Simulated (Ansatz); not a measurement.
H8N2OSi2, SMILES `N[Si](N)(O)[SiH3]`. Charge 0, multiplicity 1. The geometry is a stationary point of PBE0-D4/def2-TZVP. It is one conformer, not always the lowest.

```xyz
13

N     0.632   -1.691   -0.735
Si    0.452   -0.079   -0.208
N     0.085    0.846   -1.594
O     1.897    0.180    0.553
Si   -1.287    0.366    1.316
H    -0.061   -2.128   -1.317
H     1.144   -2.355   -0.179
H    -0.391    1.730   -1.534
H     0.635    0.766   -2.435
H     1.959    0.955    1.112
H    -1.038   -0.315    2.617
H    -2.603   -0.103    0.798
H    -1.422    1.827    1.604
```

Problem. What is the dipole moment at ωB97M-V/def2-TZVPP? (Best estimate.)

Solution. The calculation gave: 0.97 D, with components (0.00, 0.55, -0.80) D in this frame, pointing from negative to positive charge.

Problem. And with PBE, r2SCAN, B3LYP? (Best estimate.)

Solution. Computed: PBE 1.01 D, r2SCAN 0.99 D, B3LYP 0.96 D.

Problem. Give the Mulliken charges with ωB97M-V, r2SCAN, B3LYP in def2-TZVPP. (An estimate is asked.)

Solution. The calculation gave: 
| atom | ωB97M-V | r2SCAN | B3LYP |
| --- | --- | --- | --- |
| N1 | -0.36 | -0.45 | -0.40 |
| Si2 | 0.56 | 0.63 | 0.60 |
| N3 | -0.35 | -0.44 | -0.39 |
| O4 | -0.36 | -0.40 | -0.38 |
| Si5 | -0.05 | 0.06 | 0.04 |
| H6 | 0.12 | 0.16 | 0.14 |
| H7 | 0.12 | 0.16 | 0.14 |
| H8 | 0.11 | 0.15 | 0.13 |
| H9 | 0.12 | 0.16 | 0.14 |
| H10 | 0.17 | 0.19 | 0.18 |
| H11 | -0.03 | -0.07 | -0.07 |
| H12 | -0.03 | -0.07 | -0.07 |
| H13 | -0.03 | -0.08 | -0.07 |

B3LYP here is the variant with VWN-RPA as its local correlation; programs differ in this.
